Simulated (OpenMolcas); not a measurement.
A convergence study on SiSe (SMILES [Si][Se])

SiSe: 2 atoms, total charge 0, spin state singlet. As SMILES, `[Si][Se]`. Geometry: relaxed at PBE0-D4/def2-TZVP.

```jsonl
{"atom": "Si", "x (Å)": "0.0000", "y (Å)": "0.0000", "z (Å)": "0.0314"}
{"atom": "Se", "x (Å)": "0.0000", "y (Å)": "0.0000", "z (Å)": "2.0931"}
```

Program: OpenMolcas 26.06. Method: HF (DKH2, population LoProp). Swept: basis set. Watched: the HOMO energy. Each run: energy and properties. Hardware: 1 thread of Arm Neoverse V1, shared host.

Deviations are taken from the sweep's last point, which isn't the limit.

**Question.** The candidates, from coarse to fine: ANO-RCC-MB; ANO-RCC-VDZ; ANO-RCC-VDZP; ANO-RCC-VTZP; ANO-RCC-VQZP. Estimate which is the coarsest that holds the HOMO energy within 0.02 eV of the last.

**Answer.** ANO-RCC-VDZP: it is 0.0136 eV off and takes 7.5 s, against 47 s for ANO-RCC-VQZP.

```json
{"basis set": "ANO-RCC-MB", "basis functions": "27", "value (eV)": "-10.2093", "from the best (eV)": "-0.2951", "wall time": "6 s"}
{"basis set": "ANO-RCC-VDZ", "basis functions": "35", "value (eV)": "-10.1825", "from the best (eV)": "-0.2683", "wall time": "6.6 s"}
{"basis set": "ANO-RCC-VDZP", "basis functions": "45", "value (eV)": "-9.9277", "from the best (eV)": "-0.0136", "wall time": "7.5 s"}
{"basis set": "ANO-RCC-VTZP", "basis functions": "77", "value (eV)": "-9.9146", "from the best (eV)": "-0.0005", "wall time": "14 s"}
{"basis set": "ANO-RCC-VQZP", "basis functions": "127", "value (eV)": "-9.9142", "from the best (eV)": "0.0000", "wall time": "47 s"}
```
